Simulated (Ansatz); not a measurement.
Reaction (atomization): `[F][Sn]([Cl])([Cl])[Cl]` → 3 Cl• + F• + Sn•

Program: Ansatz. Geometries: PBE0-D4/def2-TZVP. ΔE: electronic, gas phase. CCSD(T)/CBS is the MP2 limit (def2-TZVPP, def2-QZVPP) plus CCSD(T) − MP2 in def2-TZVPP, frozen cores. This one scheme is used for every species, atoms too. Functionals use def2-TZVPP. Open shells (•) are unrestricted, without spin–orbit coupling. Spin–orbit coupling would lower the free atoms: a little for Cl, F; strongly for Sn. Elements past krypton have def2 core potentials. For Sn outer-core shells are correlated without core-valence functions, so the limit isn't a true one: a few kJ/mol of doubt a bond, and 10 to 20 or more in all where bonds break to atoms.

**Question.** What is ΔE at CCSD(T)/CBS? (Best estimate.)

**Answer.** Ansatz gave: +1446.8 kJ/mol.

**Question.** What do these levels give: r2SCANh-D4, revPBE, r2SCAN0, MP2/def2-TZVPP, SCS-MP2/def2-QZVPP, CCSD/CBS(def2)? (An estimate is asked.)

**Answer.** Ansatz gave: r2SCANh-D4 1415.5, revPBE 1358.2, r2SCAN0 1378.4, MP2/def2-TZVPP 1439.9, SCS-MP2/def2-QZVPP 1437.5, CCSD/CBS(def2) 1401.7 kJ/mol.

Largest T1 diagnostic among the species: 0.012.

From BLYP to BHLYP (50 % exact exchange), in def2-TZVPP and without D4, ΔE moves by −55.3 kJ/mol: exact exchange takes away binding that semilocal exchange gives to molecules. At CCSD(T), def2-SVP lies −188.2 kJ/mol from the extrapolated value and def2-TZVPP −82.3 kJ/mol: correlation converges slowly with the basis, and small sets miss more of it in the bonded molecule than in its fragments.

For atomizations the MP2-based limit and the directly extrapolated one differ by several kJ/mol either way, and by 10 to 25 for some Ge, Se and Sn compounds, so smaller differences from it don't rank the levels.
